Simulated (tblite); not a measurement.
Species: C₄H₇O₃ (doublet state).
Numbering: `[CH2:1][C@H:2]([O:3][CH3:4])[C:5](=[O:6])[OH:7]` (hydrogens: H8, H9 on C1; H10 on C2; H11, H12, H13 on C4; H14 on O7)

Geometry (GFN2-xTB, Å), atoms numbered from 1 in this order:
```xyz
14
C4H7O3 angstrom
C      0.435    1.823    0.024
C      0.058    0.509   -0.498
O     -1.310    0.267   -0.414
C     -1.688   -1.051   -0.736
C      0.896   -0.280    0.532
O      0.501   -0.678    1.596
O      2.162   -0.425    0.105
H     -0.173    2.268    0.786
H      1.368    2.264   -0.260
H      0.463    0.296   -1.501
H     -1.312   -1.769    0.000
H     -2.776   -1.061   -0.726
H     -1.328   -1.333   -1.734
H      2.704   -0.833    0.799
```

Structure optimised with GFN2-xTB, isolated species. This method treats the open shell by occupation alone, without spin polarisation.

Take the most abundant isotopes and a rigid rotor. The values belong to one conformer with, in the numbering `[CH2:1][C@H:2]([O:3][CH3:4])[C:5](=[O:6])[OH:7]`, H–C1–C2–O3 28° and -160°, C1–C2–O3–C4 -172°, C1–C2–C5–O6 91°, C2–C5–O7–H 174°.

Give the principal moments of inertia and the rotational constants in MHz.

Ia = 129.10, Ib = 228.88, Ic = 279.68 u·Å²; 505379 MHz·u·Å²/I gives A = 3915, B = 2208, C = 1807 MHz.

What kind of rotor is it?

An asymmetric top: κ = (2 × 2208 − 3915 − 1807)/(3915 − 1807) = -0.62.

What does the inertial defect say?

Not planar: Δ = Ic − Ia − Ib = -78.30 u·Å². For a rigid frame Δ = −2 Σ m c², so Σ m c² = 39.15 u·Å² lies off the ab plane: 6.55 from hydrogen and 32.60 from heavier atoms. The atom farthest from that plane is 1.48 Å away.

List the rotational levels J(Ka,Kc) to J = 4 (MHz).

Above 0(0,0):
J = 1: 1(0,1) 4015, 1(1,1) 5722, 1(1,0) 6123
J = 2: 2(0,2) 11982, 2(1,2) 13351, 2(1,1) 14554, 2(2,1) 19674, 2(2,0) 19737
J = 3: 3(0,3) 23786, 3(1,3) 24758, 3(1,2) 27158, 3(2,2) 31719, 3(2,1) 32023, 3(3,1) 41292, 3(3,0) 41298
J = 4: 4(0,4) 39294, 4(1,4) 39907, 4(1,3) 43874, 4(2,3) 47730, 4(2,2) 48586, 4(3,2) 57461, 4(3,1) 57504, 4(4,1) 70715, 4(4,0) 70716

For this open shell read J as N, the rotation without spin; fine and hyperfine splittings come on top. Its GFN2-xTB frequencies are all real (lowest 88 cm⁻¹). No vibrational averaging or centrifugal distortion is included, and the geometry carries the error of its method.

The numbers are calculated, not measured.
